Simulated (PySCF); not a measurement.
Trends in electronic spectra. Method used: TDDFT CAM-B3LYP/def2-SVPD, vertical, gas phase, core orbitals frozen in the response, def2 core potentials past Kr in PySCF 2.14.0, density-fitted response routines. Geometries: PBE0-D3(BJ)/def2-SVP; one conformer of each isolated species. Triplets are in the Tamm–Dancoff approximation. 'Strongest' means the level of largest summed f among the lowest 10 singlets; it needn't be the same kind of state in each. Atoms past krypton carry core potentials; spin–orbit coupling is left out.

Problem. Rank by computed HOMO energy, lowest first.
A. `C(CC)C[O][AlH2]`
B. `CC(C)=C(C)CCl`
C. `IB(I)I`
D. `C#C[P@+](C)([AlH3-])C1CC1`
E. `[GeH2]([F])[Br]`

Solution. E (-10.02 eV), A (-9.07 eV), D (-8.85 eV), C (-8.60 eV), B (-8.09 eV).

| SMILES | HOMO (eV) | T1 (eV) | first f ≥ 0.01 (nm) | gap (eV) | f (strongest) | LUMO (eV) | S1 mainly |
| --- | --- | --- | --- | --- | --- | --- | --- |
| [F][GeH2][Br] | -10.02 | 5.86 | 194 | 9.99 | 0.31 | -0.03 | H→L (94%) |
| CCCC[O][AlH2] | -9.07 | 5.35 | 192 | 9.19 | 0.15 | 0.12 | H→L (85%) |
| C#C[P@+](C)([AlH3-])C1CC1 | -8.85 | 4.86 | 203 | 9.32 | 0.09 | 0.47 | H-2→L (42%) |
| IB(I)I | -8.60 | 3.63 | 260 | 7.08 | 0.26 | -1.52 | H→L (99%) |
| CC(C)=C(C)CCl | -8.09 | 3.91 | 202 | 8.91 | 0.34 | 0.82 | H→L (89%) |

H and L stand for HOMO and LUMO.
